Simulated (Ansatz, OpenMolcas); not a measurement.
# From Ansatz to OpenMolcas

This Ansatz 0.2.0 job computes doublet [SiHF3]+:

job.yaml:
```yaml
crystal:
  periodic: [false, false, false]
  atoms:
    - {symbol: F, position_ang: [-0.447100, -0.082200, 1.491300]}
    - {symbol: Si, position_ang: [0.040700, 0.001700, -0.001800]}
    - {symbol: F, position_ang: [-0.597100, 1.281400, -0.657200]}
    - {symbol: F, position_ang: [-0.495900, -1.263300, -0.767200]}
    - {symbol: H, position_ang: [1.499400, 0.062400, -0.065100]}
basis:
  gaussian: {orbitals: def2-SVPD}
total_charge: 1
magnetization: {spin_polarized: true, initial_magnetization: 1}
hamiltonian: {xc: {name: PBE}}
accuracy: high
output: {orbitals: {seedname: orbitals}}
```

```bash
$ ansatz run job.yaml --threads 1 --pin off --max-ram 3480MiB --events-out events.jsonl --progress --plain --runs-dir runs
```

The coordinates come from a PBE0-D4/def2-TZVP relaxation. That shape belongs to the parent species and isn't relaxed for this state.

It gives a total energy of -588.567457 Eh.

**Question.** Translate the job to OpenMolcas 26.06 as an input file of the program's own.

**Answer.** For example:

mol.inp:
```
* F3HSi Kohn-Sham DFT
>>> EXPORT MOLCAS_PRINT=2

&GATEWAY
 BasLib
 $CurrDir
 Coord
 5
 angstrom
 F       -0.447100      -0.082200       1.491300
 Si       0.040700       0.001700      -0.001800
 F       -0.597100       1.281400      -0.657200
 F       -0.495900      -1.263300      -0.767200
 H        1.499400       0.062400      -0.065100
 Basis
 def2-SVPD
 Group
 NoSym

&SEWARD
 GridInput
 Grid=UltraFine
 End of Grid

&SCF
 UHF
 Charge
 1
 Spin
 2
 KSDFT
 PBE
 Thresholds
 1e-10 1e-07 1e-07 1e-05
 PrOrbitals
 1 1
```

```bash
$ export MOLCAS_MEM=1860
$ pymolcas mol.inp > mol.log
```

(Basis files named in the input come from the Basis Set Exchange and aren't shown.)

Its energy is -588.567456 Eh, 0.001 mEh from the first.
